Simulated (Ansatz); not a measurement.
CH7BOSi2 can be A, `C[Si]1([SiH3])BO1`, or B, `[SiH3]B1C[SiH2]O1`.

Program: Ansatz. Geometries: PBE0-D4/def2-TZVP. ΔE: electronic, gas phase. CCSD(T)/CBS is the MP2 limit (def2-TZVPP, def2-QZVPP) plus CCSD(T) − MP2 in def2-TZVPP, frozen cores. Functionals use def2-TZVPP. B3LYP here is the variant with VWN-RPA as its local correlation; programs differ in this.

Task: Which is lower in electronic energy at CCSD(T)/CBS, and by how much? (Estimate.)

Result: Computed: B, by 20.9 kcal/mol.

Task: Give E(B) − E(A) in kcal/mol with B3LYP, r2SCAN-D4, B3LYP-D4, CCSD(T)/def2-TZVPP, HF/def2-TZVPP, ωB97M-V, CCSD/def2-TZVPP. (Estimate.)

Result: The calculation gave: B3LYP -19.1, r2SCAN-D4 -18.4, B3LYP-D4 -19.4, CCSD(T)/def2-TZVPP -20.9, HF/def2-TZVPP -26.6, ωB97M-V -21.2, CCSD/def2-TZVPP -22.2. None reverses the order clearly.

Largest T1 diagnostic: 0.016.

In def2-TZVPP, CCSD(T) changes the Hartree–Fock value by +5.7 kcal/mol (the triples alone add +1.2 kcal/mol) and MP2 by +4.8 kcal/mol. From PBE to PBE0 (25 % exact exchange), in def2-TZVPP and without D4, E(B) − E(A) moves by −3.2 kcal/mol.
